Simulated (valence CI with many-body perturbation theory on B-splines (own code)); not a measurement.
# Missing levels of Pb31+

Calculated by relativistic CI+MBPT: five valence electrons over a frozen Dirac-Fock core [Kr] 4d10, radial functions for each j: 7 s, 7 p, 7 d, 7 f, 4 g, 2 h, with the one-electron correlation potential Σ1 (screened to all orders), the two-electron term Σ2, the three-electron term Σ3, Breit, model QED; selected single and double excitations, second order for the rest, scaled by the run's own slope (own B-spline code, finite nucleus).

The last digits are not significant, and no measured levels were compared; by estimate large intervals hold to a few tenths of a per cent, small ones and those within an open d or f shell to about a per cent. Among the levels kept, up to 960 cm⁻¹ of a level comes from second order outside the variational space, and about a tenth of that is noise between levels of different J, which matters for small intervals. Only levels of the ground parity were solved; by the run's estimate the other parity begins above the list, which can be wrong where configurations are misplaced.

| Level | E (cm⁻¹) |
| --- | --- |
| (4f5/2^5) J=5/2 | 0.0 |
| (4f5/2^4 4f7/2) J=7/2 [a] | 28981 |
| (4f5/2^4 4f7/2) J=5/2 | 41391 |
| (4f5/2^4 4f7/2) J=3/2 [a] | ? |
| (4f5/2^3 4f7/2^2) J=9/2 [a] | ? |
| (4f5/2^4 4f7/2) J=1/2 | 49470 |
| (4f5/2^4 4f7/2) J=11/2 [a] | 62323 |
| (4f5/2^3 4f7/2^2) J=7/2 [a] | 64368 |
| (4f5/2^4 4f7/2) J=15/2 | ? |
| (4f5/2^4 4f7/2) J=13/2 | 69959 |
| (4f5/2^4 4f7/2) J=9/2 [a] | 80400 |
| (4f5/2^3 4f7/2^2) J=5/2 [a] | 86814 |
| (4f5/2^4 4f7/2) J=11/2 [b] | ? |
| (4f5/2^3 4f7/2^2) J=15/2 [a] | 94520 |
| (4f5/2^3 4f7/2^2) J=9/2 [b] | 96952 |
| (4f5/2^3 4f7/2^2) J=3/2 [a] | 97359 |
| (4f5/2^3 4f7/2^2) J=13/2 [a] | 99876 |
| (4f5/2^3 4f7/2^2) J=5/2 [b] | ? |
| (4f5/2^3 4f7/2^2) J=11/2 [a] | ? |
| (4f5/2^3 4f7/2^2) J=7/2 [b] | 110710 |

Levels are named by their leading jj configuration (3d3/2^4 stands for four electrons in 3d with j = 3/2), which in mixed levels can hold well under half, so a name can repeat and another be missing. Letters in brackets count levels of one name in rising energy.

(1) The levels stand in rising order. What does the calculation give for the missing energies?

Answers

(1) (4f5/2^4 4f7/2) J=3/2 [a] 44799; (4f5/2^3 4f7/2^2) J=9/2 [a] 49339; (4f5/2^4 4f7/2) J=15/2 66064; (4f5/2^4 4f7/2) J=11/2 [b] 93655; (4f5/2^3 4f7/2^2) J=5/2 [b] 100070; (4f5/2^3 4f7/2^2) J=11/2 [a] 100670.
